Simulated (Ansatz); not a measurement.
C3H7BO2, SMILES OB1CC(O)C1.

Geometry: r2SCAN-D4/def2-SVP. This is a generated structure with no PubChem entry under its InChIKey; it may be hypothetical. Other conformers were not sampled.

Two levels are set side by side: PBE/def2-SVPD (Ansatz, a first-principles code) and ωB97X-V/def2-SVPD (Ansatz). Energy differences of separate SCF runs at the same geometry; the states with an electron removed or added have multiplicity 2 and 2. Differences are taken from unrounded values.

| quantity | ωB97X-V | PBE | PBE minus ωB97X-V |
|---|---|---|---|
| vertical ionisation energy (eV) | 10.04 | 9.36 | -0.67 |
| vertical singlet–triplet gap (eV) | 6.19 | 5.39 | -0.80 |
